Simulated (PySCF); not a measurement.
# Structure from 2D NMR

Compound of formula C₇H₁₂FP. Correlations simulated from computed shifts and the bond graph:

HSQC (one-bond C–H):
| δH | δC |
| --- | --- |
| 6.11 | 141.5 |
| 5.50 | 121.8 |
| 5.24 | 121.8 |
| 2.94 | 33.4 |
| 2.49 | 41.8 |
| 1.25 | 23.6 |

COSY cross peaks (H two or three bonds apart, from the bond graph; peaks can be absent where the dihedral angle is near 90°):
| δH | δH |
| --- | --- |
| 6.11 | 5.50 |
| 6.11 | 5.24 |
| 6.11 | 2.94 |
| 5.50 | 5.24 |
| 2.49 | 1.25 |

HMBC (two and three bonds, from the bond graph):
| δH | δC |
| --- | --- |
| 6.11 | 121.8, 33.4 |
| 5.50 | 141.5, 33.4 |
| 5.24 | 141.5, 33.4 |
| 2.94 | 241.1, 141.5, 121.8 |
| 2.49 | 241.1, 23.6 |
| 1.25 | 241.1, 41.8, 23.6 |

Carbons without hydrogens: δ 241.1.

PySCF calculation with NMR shieldings at PBE0/pcSseg-1/GIAO and GFN2-xTB structure; gas phase, fast rotation and ring inversion assumed for equivalent nuclei, relativity neglected, a single conformation.

Chemical shifts δ = σref − σ; $^{1}$H (31.72 ppm) and $^{13}$C (186.93 ppm) against TMS, all at this level.

Exchangeable hydrogens are left out of these lists.

Q: Which molecule is this?

A: SMILES C=CC/P=C(\F)C(C)C.

Mapped SMILES: `[CH2:1]=[CH:2][CH2:3]/[P:4]=[C:5](\[F:6])[CH:7]([CH3:8])[CH3:9]` (H(Xn): hydrogen on atom n). Ha(C1) is cis to C3; Hb(C1) is trans to C3.

1. δC 241.1 is C5, a carbon double-bonded to a heavier main-group atom.
2. δC 141.5 is C2, an alkene CH (δH 6.11).
3. δC 121.8 is C1, a terminal =CH2 carbon (δH 5.24, 5.50).
4. δC 41.8 is C7, an sp3 CH (δH 2.49).
5. δC 33.4 is C3, an allylic sp3 CH2 bonded to P (δH 2.94).
6. δC 23.6 is C8/C9, a methyl carbon (δH 1.25).
7. HMBC from δH 2.94 reaches the proton-free carbon C5.
8. HMBC from δH 2.49 reaches the proton-free carbon C5.
9. HMBC from δH 1.25 reaches the proton-free carbon C5.
10. COSY links 6.11–5.50, 6.11–5.24, 6.11–2.94, 5.50–5.24, 2.49–1.25.

This is the structure that produced the data.

Shifts are as computed. Against solution values, carbons near 30 ppm lie about +3 ppm off and those near 130 ppm about +5 ppm. Of 1211 compounds with measured shifts, 218 miss one by over three times the rms of a fit or turn the order of signals round; such compounds aren't used in these exercises.
